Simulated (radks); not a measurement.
Values are calculated unless marked as measured or tabulated.
Charge is removed step by step from the 3d (averaged over the sub-levels emptied) level of Ni, starting from [Ar] 3d8 4s2. Code: a radial shooting solver on a logarithmic mesh with Libxc functionals. Model: Dirac Kohn-Sham, LDA (Slater exchange, Perdew-Wang correlation), spin-unpolarised, spherical densities, finite nucleus; open shells are shared between the two j in proportion to 2j + 1; Fermi nuclear charge, rms radius 3.7757 fm.

removed (e),E - E(0) (eV),eigenvalue (eV),E minus straight line (eV)
0,0.000,-9.140,0.000
0.1,0.981,-10.480,-0.660
0.2,2.098,-11.863,-1.184
0.3,3.355,-13.287,-1.568
0.4,4.756,-14.751,-1.808
0.5,6.306,-16.254,-1.899
0.6,8.008,-17.794,-1.838
0.7,9.866,-19.370,-1.621
0.8,11.883,-20.981,-1.245
0.9,14.064,-22.627,-0.705
1,16.410,-24.306,0.000

Removing the whole electron costs 16.410 eV by Delta-SCF, against 9.140 eV from minus the eigenvalue at the starting occupation. Slater's transition state (half an electron removed) gives 16.254 eV. Integrating minus the eigenvalue over the occupation (Janak's theorem) gives 16.410 eV. The mean slope of the eigenvalue, de/dn, is 15.2 eV per electron.
